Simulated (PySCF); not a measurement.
C₆H₇BN₂.
SMILES: `N#CCC#[N+][B@@H-](C#C)C`

The calculation used PBE0-D3(BJ)/def2-SVP geometry optimisation, gas phase (PySCF).

Take the most abundant isotopes and a rigid rotor. 

Question: Give the principal moments of inertia and the rotational constants in MHz.

Answer: Ia = 140.01, Ib = 773.34, Ic = 885.77 u·Å²; 505379 MHz·u·Å²/I gives A = 3610, B = 653.5, C = 570.6 MHz.

Question: What kind of rotor is it?

Answer: A near-prolate asymmetric top: κ = (2 × 653.5 − 3610 − 570.6)/(3610 − 570.6) = -0.95.

Question: What does the inertial defect say?

Answer: Not planar: Δ = Ic − Ia − Ib = -27.58 u·Å². For a rigid frame Δ = −2 Σ m c², so Σ m c² = 13.79 u·Å² lies off the ab plane: 7.17 from hydrogen and 6.62 from heavier atoms. The atom farthest from that plane is 1.70 Å away.

Question: Give the coordinates in the principal-axis frame, origin at the centre of mass.

Answer: The sense of each axis is arbitrary; atoms in the order of the calculation.
| atom | mass (u) | a (Å) | b (Å) | c (Å) |
| --- | --- | --- | --- | --- |
| C1 | 12.000 | -3.541 | 1.345 | -0.180 |
| C2 | 12.000 | -2.740 | 0.478 | 0.120 |
| B3 | 11.009 | -1.716 | -0.656 | 0.493 |
| C4 | 12.000 | -1.811 | -2.006 | -0.390 |
| N5 | 14.003 | -0.297 | -0.023 | 0.232 |
| C6 | 12.000 | 0.734 | 0.438 | 0.027 |
| C7 | 12.000 | 2.022 | 1.067 | -0.235 |
| C8 | 12.000 | 3.148 | 0.154 | -0.051 |
| N9 | 14.003 | 4.050 | -0.554 | 0.086 |
| H10 | 1.008 | -4.262 | 2.099 | -0.436 |
| H11 | 1.008 | -1.685 | -0.870 | 1.702 |
| H12 | 1.008 | -1.028 | -2.737 | -0.129 |
| H13 | 1.008 | -1.763 | -1.813 | -1.474 |
| H14 | 1.008 | -2.783 | -2.481 | -0.186 |
| H15 | 1.008 | 2.135 | 1.936 | 0.437 |
| H16 | 1.008 | 2.024 | 1.453 | -1.269 |

Question: Where do the levels up to J = 4 lie, in MHz?

Answer: Above 0(0,0):
J = 1: 1(0,1) 1224, 1(1,1) 4180, 1(1,0) 4263
J = 2: 2(0,2) 3670, 2(1,2) 6545, 2(1,1) 6794, 2(2,1) 15662, 2(2,0) 15664
J = 3: 3(0,3) 7336, 3(1,3) 10092, 3(1,2) 10590, 3(2,2) 19335, 3(2,1) 19343, 3(3,1) 34323, 3(3,0) 34323
J = 4: 4(0,4) 12215, 4(1,4) 14819, 4(1,3) 15648, 4(2,3) 24229, 4(2,2) 24255, 4(3,2) 39223, 4(3,1) 39223, 4(4,1) 60203, 4(4,0) 60203
Those of J = 1 are B + C, A + C and A + B.

Question: Predict some low-J microwave lines.

Answer: The dipole components are |μa| = 3.90 D, |μb| = 4.14 D, |μc| = 1.51 D. The squared components, which scale the intensities, stand as 0.89 : 1.00 : 0.13 (a : b : c). Some lines, for components of 0.1 D or more:

```json
{"type": "a", "branch": "R", "J(Ka,Kc)": "2(1,2) ← 1(1,1)", "MHz": "2365", "lower level (cm⁻¹)": "0.139"}
{"type": "c", "branch": "R", "J(Ka,Kc)": "1(1,0) ← 0(0,0)", "MHz": "4263", "lower level (cm⁻¹)": "0.000"}
{"type": "a", "branch": "R", "J(Ka,Kc)": "4(1,4) ← 3(1,3)", "MHz": "4727", "lower level (cm⁻¹)": "0.337"}
{"type": "c", "branch": "R", "J(Ka,Kc)": "3(1,2) ← 2(0,2)", "MHz": "6919", "lower level (cm⁻¹)": "0.122"}
{"type": "c", "branch": "R", "J(Ka,Kc)": "4(1,3) ← 3(0,3)", "MHz": "8313", "lower level (cm⁻¹)": "0.245"}
{"type": "b", "branch": "Q", "J(Ka,Kc)": "4(2,3) ← 4(1,4)", "MHz": "9411", "lower level (cm⁻¹)": "0.494"}
{"type": "c", "branch": "R", "J(Ka,Kc)": "3(2,2) ← 2(1,2)", "MHz": "12789", "lower level (cm⁻¹)": "0.218"}
{"type": "b", "branch": "R", "J(Ka,Kc)": "3(2,1) ← 2(1,2)", "MHz": "12798", "lower level (cm⁻¹)": "0.218"}
{"type": "b", "branch": "R", "J(Ka,Kc)": "4(2,3) ← 3(1,2)", "MHz": "13640", "lower level (cm⁻¹)": "0.353"}
{"type": "b", "branch": "R", "J(Ka,Kc)": "4(3,2) ← 3(2,1)", "MHz": "19880", "lower level (cm⁻¹)": "0.645"}
{"type": "c", "branch": "R", "J(Ka,Kc)": "4(3,2) ← 3(2,2)", "MHz": "19888", "lower level (cm⁻¹)": "0.645"}
{"type": "b", "branch": "R", "J(Ka,Kc)": "4(3,1) ← 3(2,2)", "MHz": "19889", "lower level (cm⁻¹)": "0.645"}
{"type": "c", "branch": "Q", "J(Ka,Kc)": "4(4,1) ← 4(3,1)", "MHz": "20980", "lower level (cm⁻¹)": "1.308"}
{"type": "b", "branch": "Q", "J(Ka,Kc)": "4(4,1) ← 4(3,2)", "MHz": "20980", "lower level (cm⁻¹)": "1.308"}
{"type": "b", "branch": "R", "J(Ka,Kc)": "4(4,0) ← 3(3,1)", "MHz": "25879", "lower level (cm⁻¹)": "1.145"}
```

PBE0-D3(BJ)/def2-SVP frequencies: not computed here. Zero-point vibration and centrifugal distortion are left out. A rigid rotor knows nothing of internal rotation, which can split or shift real lines. Quadrupole hyperfine structure (11B, 14N) is left out.
